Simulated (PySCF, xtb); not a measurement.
C₄H₆Ge, SMILES C#C[C](=C)[GeH3].

Harmonic wavenumbers (cm⁻¹) from GFN2-xTB run with xtb 6.7.1 at its own minimum, in rising order: 87, 111, 207, 244, 360, 372, 505, 540, 546, 629, 667, 737, 772, 837, 863, 889, 925, 1148, 1398, 1628, 1980, 2068, 2073, 2237, 3069, 3096, 3387.

Task: What does B3LYP-D3(BJ)/def2-SVP in PySCF give at its own minimum? (The exact figures need the calculation; the answer reports its results.)

Result: 104, 127, 240, 273, 412, 430, 565, 635, 644, 678, 683, 752, 832, 877, 890, 934, 959, 1187, 1420, 1651, 2130, 2138, 2141, 2197, 3130, 3230, 3471. Paired by order, the mean absolute difference is 53 cm⁻¹ and the zero-point energies are 44.9 and 46.8 kcal/mol.
